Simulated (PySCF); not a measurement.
## A search over the determinants of BiBr⁺

Unrestricted PBE0; basis Bi cc-pVDZ-PP with ECP60, Br cc-pVDZ-PP with ECP10; scalar-relativistic core potentials; PySCF 2.14. Outer shells of the fragments: Bi+ 5d10 6s2 6p2; Br 3d10 4s2 4p5.

Followed along the bond (rough minima from three points):

```tsv
2Ms+1	unpaired	⟨S²⟩ at the start	R at minimum (Å)	Te (eV)
2	π ↑	0.76	2.50	0.00
4	π ↑↑↑	3.75	none in the scan	≤ 1.96
```

Solutions found at the starting distance of 2.675 Å, counted from the lowest of them; the search is not exhaustive and high or unbound solutions are not listed, so other states can lie among these:

| 2Ms+1 | unpaired | term | E (eV) | ⟨S²⟩ | ⟨Lz²⟩ | μ (D) |
| --- | --- | --- | --- | --- | --- | --- |
| 2 | π ↑ | ²Π | 0.00 | 0.76 | 1.01 | -3.23 |
| 4 | π ↑↑↑ | ⁴Π | 1.92 | 3.75 | 1.00 | 1.31 |
| 2 | π ↑↑↓ | mixed | 2.29 | 1.76 | 3.01 | 1.32 |
| 2 | σ ↑ | ²Σ⁺ | 2.33 | 0.76 | 0.00 | -2.90 |
| 4 | σ ↑, π ↑↑ | ⁴Σ⁻ | 2.79 | 3.75 | 0.00 | -0.38 |
| 2 | σ ↓, π ↑↑ | mixed | 3.04 | 1.76 | 0.00 | -0.47 |
| 2 | π ↑ | mixed | 3.36 | 0.75 | 3.01 | 1.35 |
| 4 | σ ↑, π ↑↑ | mixed | 3.69 | 3.75 | 2.01 | 0.78 |
| 4 | σ ↑, π ↑↑ | mixed | 3.84 | 3.75 | 2.01 | 0.61 |
| 2 | σ ↓, π ↑↑ | mixed | 4.12 | 1.76 | 2.01 | 0.81 |
| 4 | σ ↑↑, π ↑ | ⁴Π | 4.39 | 3.75 | 1.01 | -0.66 |

A term symbol is given only where ⟨S²⟩ and ⟨Lz²⟩ are close to those of a pure state; real π, δ and φ orbitals otherwise mix terms. A positive dipole points towards Br; it is taken about the centre of mass and depends on that origin.

These are scalar-relativistic numbers at best; spin–orbit coupling would shift them, the dissociation energy most. Counting both spins, an empty level lies below a filled one in some of these solutions, because spin and occupation are held.
